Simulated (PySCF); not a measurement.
## Sb: excitation energy

Sb [Kr] 4d10 5s2 5p3 (4S) → Sb [Kr] 4d10 5s2 5p2 5d1 (high-spin determinant), as a difference of total energies. Computed with PySCF 2.14 in aug-cc-pwCVTZ-DK3 with one added diffuse shell each of s, p, d, f type (11s10p8d5f1g, 125 functions), with the spin-free X2C one-electron Hamiltonian (Gaussian nucleus). Correlated levels: valence: [Kr] 4d10 frozen; valence and next inner shell: [Ar] 3d10 frozen. The calculations carry no spin-orbit coupling.

```tsv
method	excitation energy (eV)
UHF	6.870
LDA	6.792
PBE	6.628
PBE0	6.829
r2SCAN	7.052
MP2 (valence)	7.089
SCS-MP2 (valence)	7.025
MP2 (valence and next inner shell)	7.217
SCS-MP2 (valence and next inner shell)	7.107
```

Problem. How much does correlation contribute at MP2 (valence and next inner shell)?

Solution. 7.217 − (6.870) = 0.347 eV, measured against UHF.

A first-order spin-orbit estimate (lowest level to lowest level, LS coupling) adds -0.276 eV.

The promoted electron is Rydberg-like, and one or two diffuse shells describe it only roughly, which tends to raise the upper state.

The determinant of the upper state mixes LS terms, which raises its energy above the lowest term, most at the Hartree-Fock and MP2 levels.
